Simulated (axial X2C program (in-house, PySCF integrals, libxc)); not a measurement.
HfP along the bond: LDA, with spin–orbit coupling

All values were computed with an in-house relativistic program for diatomic molecules. Two-component (2c) means X2C with spin–orbit coupling and atomic mean-field two-electron Coulomb and Gaunt terms. Basis: Hf dyall-cv3z [13s14p9d7f4g], P dyall-v3z [8s7p2d1f] (cores contracted in-house); Gaussian nuclei, density fitting, unrestricted open shells. Masses: Hf 179.947 u, P 30.974 u.

State: Ω = 1/2 (⟨Sz⟩ = 0.49, ⟨Lz⟩ = 0.01 at LDA). Dipoles are positive if P is the positive end.

```csv
R (Å),μ (D),HOMO (eV),LUMO (eV)
1.903,-3.648,-4.81,-4.15
1.990,-4.005,-4.83,-4.19
2.056,-4.217,-4.84,-4.22
2.121,-4.393,-4.86,-4.25
2.187,-4.537,-4.87,-4.28
2.264,-4.673,-4.88,-4.32
2.340,-4.777,-4.88,-4.35
2.438,-4.874,-4.85,-4.39
2.559,-4.947,-4.76,-4.42
2.734,-4.985,-4.65,-4.45
```

(1) The minimum lies at 2.183 Å. What is the dipole moment there, and its slope?

Occupations by symmetry block were frozen at the best pattern of an incomplete PBE0 search. Density functionals use the spin component along the axis (collinear).

## Answers

(1) At LDA, 2c, with the sign and origin stated: μ = -4.53 D, dμ/dR = -2.01 D/Å.
